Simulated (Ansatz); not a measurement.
Species: sum formula H2BO2Br (charge 0, singlet). 
Geometry from a B3LYP-D3(BJ)/def2-TZVP (Ansatz, an electronic-structure program) optimisation:
SMILES: OB(O)Br
```xyz
6

O      1.6455    -1.1399     0.4064
B      0.3246    -0.9027     0.2771
O     -0.5544    -1.8945     0.5250
Br    -0.3166     0.8805    -0.2703
H      2.2062    -0.3838     0.2124
H     -1.4760    -1.6469     0.4109
```

Dipole moments at this geometry, in debye (magnitudes).

```json
[
 {"level": "SVWN5/def2-TZVPD", "program": "Ansatz", "dipole (D)": "0.73"},
 {"level": "revPBE/def2-TZVPD", "program": "Ansatz", "dipole (D)": "0.62"},
 {"level": "r2SCAN/def2-TZVPD", "program": "Ansatz", "dipole (D)": "0.66"},
 {"level": "B3LYP/def2-TZVPD", "program": "Ansatz", "dipole (D)": "0.77"},
 {"level": "PBE0/def2-TZVPD", "program": "Ansatz", "dipole (D)": "0.74"},
 {"level": "HSE06/def2-TZVPD", "program": "Ansatz", "dipole (D)": "0.73"},
 {"level": "CAM-B3LYP/def2-TZVPD", "program": "Ansatz", "dipole (D)": "0.82"},
 {"level": "wB97M-V/def2-TZVPD", "program": "Ansatz", "dipole (D)": "(withheld)"},
 {"level": "wB97X-V/def2-TZVPD", "program": "Ansatz", "dipole (D)": "0.76"},
 {"level": "CCSD(T)/aug-cc-pVDZ", "program": "Ansatz", "dipole (D)": "(withheld)"}
]
```

Task: Complete the blanks.

Result: 
- wB97M-V/def2-TZVPD, dipole (D): 0.75
- CCSD(T)/aug-cc-pVDZ, dipole (D): 0.76
